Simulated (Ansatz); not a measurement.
**Reading a saddle point**

A first-order saddle point of BH4OF3, closed shell, PBE0-D4/def2-TZVP, with one imaginary mode of 1260i cm⁻¹:

B1  (-0.324, -0.789, 0.079)
H2  (-1.183, 0.277, 0.386)
F3  (-0.938, -1.407, -0.936)
F4  (-0.208, -1.447, 1.251)
H5  (0.726, 0.959, -0.446)
O6  (0.982, -0.183, -0.333)
H7  (-0.750, 1.044, 0.058)
F8  (0.031, 1.892, -0.385)
H9  (1.664, -0.346, 0.327)
(Å)

Program: Ansatz 0.2.0. Basis: def2-TZVPP and def2-QZVPP. Cores are frozen in the correlated methods. Extrapolation: Hartree–Fock as exp(−7.88 √X), correlation as X^−2.97.

(1) Which contacts change along the imaginary mode, and what lies on either side? (Judge from chemistry; the calculation decides.)

(2) Which side is lower, and how far does the saddle lie above each? (An estimate is asked for; the value comes from the calculation.)

T1 diagnostic: at most 0.012.

Answers

(1) The calculation gives: The step is BHF₂ ([F][BH][F]) + H₂O + HF → BHOF₂ ([OH][B]([F])[F]) + HF + H₂, with the molecules in contact on both sides. Shortening one way: B1–O6, H2–H7, H5–F8; lengthening the same way: B1–H2, H5–O6, H7–F8.
```json
{"pair": "B1–O6", "one side (Å)": "1.68", "saddle (Å)": "1.50", "other side (Å)": "1.36"}
{"pair": "H2–H7", "one side (Å)": "1.65", "saddle (Å)": "0.94", "other side (Å)": "0.75"}
{"pair": "H5–F8", "one side (Å)": "1.79", "saddle (Å)": "1.16", "other side (Å)": "0.93"}
{"pair": "B1–H2", "one side (Å)": "1.23", "saddle (Å)": "1.40", "other side (Å)": "3.21"}
{"pair": "H5–O6", "one side (Å)": "0.98", "saddle (Å)": "1.18", "other side (Å)": "1.76"}
{"pair": "H7–F8", "one side (Å)": "0.94", "saddle (Å)": "1.24", "other side (Å)": "2.77"}
```

(2) The calculation gives: The side with B1–O6, H2–H7, H5–F8 short is lower by 18.55 kcal/mol; the saddle lies 37.83 kcal/mol above it and 19.28 kcal/mol above the other (CCSD(T) at an estimated basis limit (MP2 extrapolated from triple and quadruple zeta, plus CCSD(T) − MP2 in triple zeta); electronic energies).

Labels in which every atom is bracketed show which atoms are joined, not bond orders.

For scale, one of the runs: CCSD(T)/def2-TZVPP, 211 basis functions (an equivalent command: `ansatz run in.yaml --threads 4`). Time: 110 s of wall clock on 4 CPU threads; the host was shared. Peak host memory: 3.4 GiB.
